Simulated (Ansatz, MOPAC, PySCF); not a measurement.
System: GeHCl2, net charge 0, doublet state. SMILES: [Cl][GeH][Cl]
Coordinates optimised at B3LYP-D3(BJ)/def2-TZVP (Ansatz, a quantum-chemistry and plane-wave program):
```xyz
4

Ge    -0.0828     0.5378     0.3317
Cl     1.8280    -0.3165    -0.2602
Cl    -1.6624    -0.7210    -0.4752
H     -0.1658     0.4271     1.8880
```
Charge 0, spin multiplicity 2.

Unscaled harmonic wavenumbers (cm⁻¹) in rising order, each level at the stationary point that it reaches from this structure (no distance between atoms moves by over 0.3 Å); the order of modes can differ between levels, and a negative number is imaginary. B3LYP-D3(BJ)/def2-TZVP (PySCF, at the structure above): 137, 392, 406, 570, 633, 1966.

PM3 (MOPAC): 92, 112, 314, 318, 592, 1802. Zero-point energy 4.6 against 5.9 kcal/mol; where all levels lie over 400 cm⁻¹, the wavenumbers are on average 0.926 times those of B3LYP-D3(BJ)/def2-TZVP.

PM6 (MOPAC): 118, 347, 388, 447, 575, 2314. Zero-point energy 6.0 against 5.9 kcal/mol; where all levels lie over 400 cm⁻¹, the wavenumbers are on average 1.043 times those of B3LYP-D3(BJ)/def2-TZVP.

HF/6-31G* with LANL2DZ past Ar (Ansatz): 149, 402, 418, 638, 739, 2170. Zero-point energy 6.5 against 5.9 kcal/mol; where all levels lie over 400 cm⁻¹, the wavenumbers are on average 1.136 times those of B3LYP-D3(BJ)/def2-TZVP.

B3LYP/6-31G* with LANL2DZ past Ar (Ansatz): 132, 367, 385, 568, 658, 1967. Zero-point energy 5.8 against 5.9 kcal/mol; where all levels lie over 400 cm⁻¹, the wavenumbers are on average 1.020 times those of B3LYP-D3(BJ)/def2-TZVP.
